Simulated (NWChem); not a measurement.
AgF; SMILES [F][Ag]

Computed with NWChem. Coordinates come from a PBE0-D3(BJ)/def2-TZVP optimisation. def2 effective core potentials on Ag; no spin-orbit coupling. Vertical excitations in the gas phase; the lowest state need not have the same character in each row.

| level | lowest excitation, singlet (eV) | lowest triplet (eV) | orbital gap (eV) |
|---|---|---|---|
| PBE/def2-SVPD, TDA | [?] | [?] | [?] |
| B3LYP/def2-SVPD, TDA | 3.10 | 2.37 | 4.22 |
| Hartree-Fock/def2-SVPD, CIS | 4.75 | 3.81 | 11.36 |
| CAM-B3LYP/def2-SVPD, TDA | 3.55 | 2.61 | 7.11 |

Some entries are withheld; supply them.


- PBE/def2-SVPD, TDA, lowest excitation, singlet (eV): 2.58
- PBE/def2-SVPD, TDA, lowest triplet (eV): 2.16
- PBE/def2-SVPD, TDA, orbital gap (eV): 2.39
